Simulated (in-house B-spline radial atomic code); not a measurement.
The outermost shell (largest non-relativistic mean radius) with and without relativity; Dirac values are averaged over j. Computed with an all-electron radial atomic-structure program (B-spline basis): non-relativistic Hartree-Fock and Dirac-Hartree-Fock, averages of the configuration (point nuclei without relativity, finite nuclei with it).

```csv
ion,configuration,outermost shell,radius non-relativistic (bohr),radius Dirac (bohr),radius change (%),level non-relativistic (eV),level Dirac (eV)
Ho,[Xe] 4f11 6s2,6s,4.6567,4.3763,-6.0201,-4.840,-5.1672
Er,[Xe] 4f12 6s2,6s,4.6164,4.3269,-6.2709,-4.882,-5.2272
Tm,[Xe] 4f13 6s2,6s,4.5774,4.2785,-6.5297,-4.924,-5.2872
Yb,[Xe] 4f14 6s2,6s,4.5396,4.2311,-6.7947,-4.965,-5.3474
Lu,[Xe] 4f14 5d1 6s2,6s,4.2588,3.9025,-8.3656,-5.411,-6.0544
Hf,[Xe] 4f14 5d2 6s2,6s,4.0684,3.6939,-9.2054,-5.725,-6.5223
Ta,[Xe] 4f14 5d3 6s2,6s,3.9203,3.5307,-9.9359,-5.979,-6.9118
W,[Xe] 4f14 5d4 6s2,6s,3.7981,3.3946,-10.624,-6.196,-7.2568
Re,[Xe] 4f14 5d5 6s2,6s,3.6942,3.277,-11.292,-6.386,-7.5724
Os,[Xe] 4f14 5d6 6s2,6s,3.6037,3.1731,-11.95,-6.556,-7.867
Ir,[Xe] 4f14 5d7 6s2,6s,3.5237,3.0796,-12.604,-6.710,-8.1462
Pt,[Xe] 4f14 5d9 6s1,6s,3.7588,3.1388,-16.494,-5.931,-7.7338
```
